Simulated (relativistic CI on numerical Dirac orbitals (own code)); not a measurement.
d1 to d9 in one octahedral field

Computed with a parametric ligand-field model without spin-orbit coupling, by exact diagonalisation: B = 830, C = 3700, 10Dq = 22500 cm⁻¹ (Oh; |10Dq|/B = 27.1) for every shell. Energies in cm⁻¹; the field energy is (0.6 n_e − 0.4 n_t2) × 10Dq of the ground term; g labels are left out.

```
Shell  Ground term  Electrons in e  Field energy  First spin-allowed bands  Lowest term of other spin
   d1          2T2           0.000         -9000                  2E 22500                           
   d2          3T1           0.026        -17426      3T2 20816, 3T1 31582                  1T2 12811
   d3          4A2           0.000        -27000      4T2 22500, 4T1 30960                   2E 17277
   d4            ?               ?             ?                         ?                          ?
   d5          6A1           2.000             0                      none                   2T2 1750
   d6          1A1           0.053        -52814      1T1 20220, 1T2 30603                  3T1 12244
   d7           2E           1.040        -39610      2T1 20026, 2T2 20811                   4T1 4940
   d8          3A2           2.000        -27000      3T2 22500, 3T1 30960                   1E 13860
   d9           2E           3.000        -13500                 2T2 22500
```

(1) Fill in the row of d4.

## Answers

(1) Ground term: 3T1; Electrons in e: 0.040; Field energy: -35093; First spin-allowed bands: 3E 19388, 3T1 20358; Lowest term of other spin: 5E 407. Low spin: d4, d6, d7; the other shells keep the spin of the free ion. Only d4 to d7 can choose; the field needed to pair spins is smallest for d6 and largest for d5, which loses most exchange energy. In the strong-field picture 10Dq must exceed about 6B + 5C = 23480 (d4), 7.5B + 5C = 24725 (d5), 2.5B + 4C = 16875 (d6) and 4B + 4C = 18120 (d7); mixing of terms shifts these bounds somewhat.
